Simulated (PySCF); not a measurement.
# `COc1cccpc1`, C6H7OP

Geometry:
| atom | x (Å) | y (Å) | z (Å) |
| --- | --- | --- | --- |
| C1 | -2.611 | -0.231 | 0.100 |
| O2 | -1.440 | -0.724 | -0.501 |
| C3 | -0.235 | -0.190 | -0.152 |
| C4 | 0.852 | -0.769 | -0.815 |
| C5 | 2.157 | -0.376 | -0.609 |
| C6 | 2.529 | 0.624 | 0.271 |
| P7 | 1.430 | 1.534 | 1.245 |
| C8 | -0.081 | 0.828 | 0.772 |
| H9 | -2.762 | 0.831 | -0.121 |
| H10 | -3.427 | -0.808 | -0.334 |
| H11 | -2.602 | -0.378 | 1.185 |
| H12 | 0.629 | -1.558 | -1.517 |
| H13 | 2.933 | -0.881 | -1.170 |
| H14 | 3.580 | 0.865 | 0.367 |
| H15 | -0.955 | 1.241 | 1.256 |

Theory: GIAO wB97X-D/pcSseg-1 magnetisability, rotational g tensor and spin-rotation constants, non-relativistic, gas phase in PySCF 2.14.0. Geometry: GFN2-xTB.

Question: How diamagnetic is it, and how anisotropic?

Answer: Isotropic -1338 × 10⁻³⁰ J/T², or -80.6 × 10⁻⁶ cm³/mol; principal values -2076, -997, -941 × 10⁻³⁰ J/T², anisotropy 1108 × 10⁻³⁰ J/T² (root of half the summed squared differences of the principal values). The susceptibility is in cgs units.

Question: Split it along the inertial axes a, b, c into diamagnetic and paramagnetic parts about the centre of mass, with the quadrupole moment.

Answer: 
```csv
axis,χ (10⁻⁶ cm³/mol),diamagnetic (10⁻⁶ cm³/mol),paramagnetic (10⁻⁶ cm³/mol),summed x² of all electrons (Å²),quadrupole Θ (D Å)
a,-58.0,-443.9,386.0,223.3,+6.57
b,-58.7,-1005.0,946.4,91.0,+0.75
c,-125.0,-1333.2,1208.2,13.6,-7.33
```
Anisotropies 2χaa − χbb − χcc = +67.7 and 2χbb − χaa − χcc = +65.6 × 10⁻⁶ cm³/mol. Θ is traceless in Buckingham's convention.

Question: And the rotational g tensor?

Answer: 
```
axis  rotational constant (GHz)        g  nuclear part  electronic part
   a                     3.5162  -0.0652        0.5724          -0.6376
   b                     1.3145  -0.0218        0.5626          -0.5844
   c                     0.9627  +0.0162        0.5626          -0.5464
```
Asymmetric top; isotopes 12C, 1H, 16O, 31P; no vibrational averaging.
